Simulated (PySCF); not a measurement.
Ionisation energy of Ba(11+) by level of theory

Ba(11+) [Kr] 4d9 (2D) → Ba(12+) [Kr] 4d8 (3F), as a difference of total energies. Computed with PySCF 2.14 in an even-tempered Gaussian basis (21 s from 0.33 bohr⁻², ratio 2.5; 15 p from 0.43 bohr⁻², ratio 2.5; 11 d from 0.43 bohr⁻², ratio 2.5; 4 f from 3.7 bohr⁻², ratio 2.7; 4 g from 5.6 bohr⁻², ratio 2.7), with the spin-free X2C one-electron Hamiltonian (Gaussian nucleus). Correlated levels: outer shells: [Ar] 3d10 frozen; virtual orbitals above 40 to 60 times the deepest correlated orbital energy dropped. The calculations carry no spin-orbit coupling.

**Question.** Order these methods by the ionisation energy they give, lowest first.
A. SCS-MP2 (outer shells)
B. LDA
C. r2SCAN
D. PBE0

**Answer.** A (269.03 eV), C (269.39 eV), D (269.58 eV), B (269.91 eV).

A first-order spin-orbit estimate (lowest level to lowest level, LS coupling) adds -0.585 eV.

For comparison: 267.1 ± 2.5 eV (theoretical estimate listed by NIST; NIST Atomic Spectra Database, ionization energies).
